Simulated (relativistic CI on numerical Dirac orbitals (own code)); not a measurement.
**Hf3+: 4d photoemission**

Computed with this model: Dirac-Coulomb-Breit CI, separate exchange-only KLI orbitals for each configuration, QED by a radiative potential, valence Slater integrals scaled by 0.8, multiplet model of photoemission in the sudden approximation; configurations [Xe] 4f14 5d → [Kr] 4d9 4f14 5s2 5p6 5d; 300 K; Lorentzian 2.45 eV and Gaussian 0.6 eV FWHM. Energies are those of the free ion, without screening or charge transfer. The energies are binding energies and can lie tens of eV above those of solids. S is read from ⟨S²⟩ = S(S + 1).

Computed curve for free ion, scaled to 100 at the maximum (points under 2 are left out and the grid is thinned):

```csv
Energy (eV),Intensity
241.4,2.0
241.8,2.2
242.4,2.5
242.8,2.7
243.4,3.1
243.8,3.4
244.4,4.0
244.8,4.5
245.4,5.4
245.8,6.2
246.2,7.1
246.8,9.1
247.2,10.9
247.8,14.7
248.2,18.5
248.8,27.3
249.2,36.4
249.6,49.4
250.2,75.5
250.6,92.2
251.2,98.9
251.6,87.3
252.2,60.6
252.6,45.2
253.2,29.6
253.6,23.1
254.0,18.6
254.6,14.1
255.0,12.2
255.6,10.3
256.0,9.5
256.6,8.9
257.0,8.9
257.6,9.4
258.0,10.2
258.4,11.4
259.0,14.4
259.4,17.7
260.0,25.7
260.4,34.2
261.0,51.2
261.4,61.1
262.0,62.7
262.4,54.6
262.8,43.6
263.4,29.8
263.8,23.8
264.4,17.6
264.8,14.3
265.4,10.3
265.8,8.3
266.2,6.9
266.8,5.4
267.2,4.6
267.8,3.8
268.2,3.3
268.8,2.8
269.2,2.6
269.8,2.2
270.2,2.0
```

The ground state has S = 0.50, and the centroid lies at 255.37 eV.
